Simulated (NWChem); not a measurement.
Species: CH3FO3Si; SMILES O=CO[Si@@H](O)F

```xyz
9

O     -0.3797    -1.8810     0.8489
C      0.6352    -1.6979     0.2304
O      0.9359    -0.5894    -0.4360
Si    -0.0687     0.7885    -0.4890
O     -1.6225     0.3580    -0.2719
F      0.4787     1.7368     0.6922
H      1.4449    -2.4505     0.1446
H      0.1557     1.4538    -1.7769
H     -1.7095    -0.4166     0.3090
```
Atoms are numbered in this order, from 1.

Program: NWChem. Pople sets run with spherical d functions. The geometry was optimised at PBE0/def2-SVP. GIAO values for the isolated, static molecule; σ is the absolute isotropic shielding, δ = σ(reference) − σ with the isolated reference molecule computed at the same levels (13C: tetramethylsilane, 19F: trichlorofluoromethane, 1H: tetramethylsilane, 17O: water).

| level | δ O1 (ppm) | δ C2 (ppm) | δ O5 (ppm) | δ F6 (ppm) | δ H7 (ppm) | δ H8 (ppm) | δ H9 (ppm) |
|---|---|---|---|---|---|---|---|
| Hartree-Fock/6-31G* | 383.0 | 158.1 | 37.8 | -80.5 | 8.10 | 4.69 | 4.86 |
| B3LYP/6-31G* | 389.4 | 149.4 | 59.6 | -110.8 | 7.79 | 4.83 | 4.31 |
| KT2/pcSseg-1 | 424.4 | 156.1 | 86.6 | -141.3 | 7.81 | 4.65 | 4.65 |
| PBE0/pcSseg-1 | 452.5 | 167.7 | 77.3 | -124.2 | 7.86 | 4.48 | 4.85 |
